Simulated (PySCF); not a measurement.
Computed shifts of a molecule C3H8Si, PBE0/pcSseg-1 (PySCF), GIAO, gas phase, atoms alike by connectivity averaged where their shifts nearly agree, in ppm (number of nuclei): ¹³C: 27.9 (1), 13.8 (2). ²⁹Si: -22.6 (1). ¹H: 5.15 (2), 2.70 (1), 2.58 (1), 1.71 (2), 1.35 (2). References: ¹³C against TMS (σ = 186.3 ppm); ²⁹Si against TMS (σ = 352.7 ppm); ¹H against TMS (σ = 31.56 ppm), references at their B3LYP-D3(BJ)/def2-TZVP geometries, non-relativistic. The structure is a stationary point at B3LYP-D3(BJ)/def2-SVP. The values are those of a single conformer.

Q: Pick the molecule that these values belong to.
A) C/C=C\[SiH3]
B) C=C[SiH2]C
C) C1C[SiH2]C1
D) [SiH3]C1CC1

A: C, C1C[SiH2]C1
